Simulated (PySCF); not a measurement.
## Gas-phase XPS of trans-Ti(NH3)2Cl4, computed

Species: trans-Ti(NH3)2Cl4 (singlet state).
Cartesian coordinates in Å at the PBE0-D3(BJ)/def2-SVP level; atoms count from 1:
```xyz
13
Cl4H6N2Ti angstrom
Ti     0.004    0.004    0.002
N     -0.029   -0.016    2.178
H     -0.473    0.834    2.528
H      0.923   -0.073    2.539
H     -0.562   -0.823    2.501
N      0.044    0.004   -2.174
H      0.579    0.799   -2.523
H     -0.913    0.073   -2.521
H      0.455   -0.865   -2.515
Cl     2.271   -0.109    0.110
Cl    -2.263    0.114    0.116
Cl     0.107    2.270   -0.100
Cl    -0.111   -2.264   -0.118
```

Level of theory: PySCF 2.14.0, delta-SCF UKS SCAN, pcX-2 on the ionised atom (unc-x2c-TZVPall on a metal), pcseg-1 elsewhere, spin-free X2C. Vertical ΔSCF values, vacuum level as zero.

Problem. What binding energy does each computed site have?

Solution. 
```
            atom(s)     bonded to     level  binding energy (eV)  2p1/2 (eV)  count
Cl10/Cl11/Cl12/Cl13            Ti     Cl 1s              2827.01           –      4
                Ti1  4 Cl and 2 N  Ti 2p3/2               463.79      469.50      1
              N2/N6    3 H and Ti      N 1s               407.23           –      2
Cl10/Cl11/Cl12/Cl13            Ti  Cl 2p3/2               204.43      206.08      4
```

Problem. Give the binding energy of Cl 1s of Cl10/Cl11/Cl12/Cl13 in hartree and in kJ/mol.

Solution. 2827.01 eV = 103.8907 Eh = 272765 kJ/mol.

Problem. Which effective nuclear charge Zeff reproduces each element's mean 1s value in the hydrogen-like formula E = 13.606 eV × Zeff²?

Solution. N (Z = 7): mean 407.2 eV, Zeff = 5.47, Z − Zeff = 1.53; Cl (Z = 17): mean 2827.0 eV, Zeff = 14.41, Z − Zeff = 2.59. Means run over the listed sites, weighted by atom count.

Topologically equivalent atoms share the value of their first member; where this conformer doesn't relate them by symmetry, their own values could differ. Spin contamination (⟨S²⟩ against 0.75 for a pure doublet) is marked for Ti 2p3/2 of Ti1 (0.99), which makes this value less certain. For 2p shells one spin-free hole was relaxed; a mean-field spin–orbit operator and the ground-state splitting of the three 2p orbitals were then diagonalised within the shell. The shell's mean is (2 × 2p3/2 + 2p1/2)/3, and the degeneracies 2j + 1 give areas of 2:1. 2p1/2 minus 2p3/2 (ligand field included): Ti 5.72 eV, Cl 1.65 eV. Satellites of the metal's 2p lines aren't described. Geometry: PBE0-D3(BJ)/def2-SVP; no solvent, vibrations or thermal averaging. Metal 2p energies of this one-determinant scheme are less reliable than its 1s energies.

Time: 1.7 min; peak memory 0.84 GiB. Hardware: one thread, Arm Neoverse V1 (aarch64), no GPU, on a shared host.
